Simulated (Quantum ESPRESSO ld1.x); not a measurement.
All-electron atom: O IV in [He] 2s2 2p1.

Calculated with ld1.x of Quantum ESPRESSO 7.5: non-relativistic Kohn-Sham, LDA (Slater exchange, VWN5 correlation), spin-polarised, spherical densities, point nucleus; open shells are filled with parallel spins first.

Energy parts (Ry):
part                     energy
total                 -141.3347
kinetic                140.8435
electron-nucleus      -313.0594
Hartree                 43.2296
exchange-correlation   -12.3483

Orbitals (lengths in bohr, moments of r in powers of bohr; r(max) is where P^2 peaks; r(90%) holds 90 % of the orbital's charge):
orbital  occ.  eigenvalue (Ry)  r(max)    <r^2>  <1/r>  r(90%)
1s up       1         -42.8409   0.130  0.05431  7.586   0.359
1s down     1         -42.7492   0.130  0.05404  7.599   0.358
2s up       1         -5.89652   0.806    1.125  1.495    1.52
2s down     1         -5.69446   0.813    1.155  1.472    1.54
2p up       1         -4.87640   0.698    1.019  1.415    1.49
2p down     0         -4.65553   0.704    1.062  1.393    1.53

The highest occupied level is 2p up at -66.347 eV. For comparison, the ionisation energy in NIST's Atomic Spectra Database is 77.414 eV (measured). In exact Kohn-Sham theory the highest level is minus the ionisation energy, but local and semilocal functionals leave it too shallow, through self-interaction and a potential that decays too fast; potentials with the right tail come closer. The density falls to 0.001 e/bohr^3 at r = 2.33 bohr. Spin moment in Bohr magnetons: 1. Summed over all electrons, <r^2> = 3.407 bohr^2, which gives a Langevin (diamagnetic) susceptibility term of -2.7 x 10^-6 cm^3/mol.
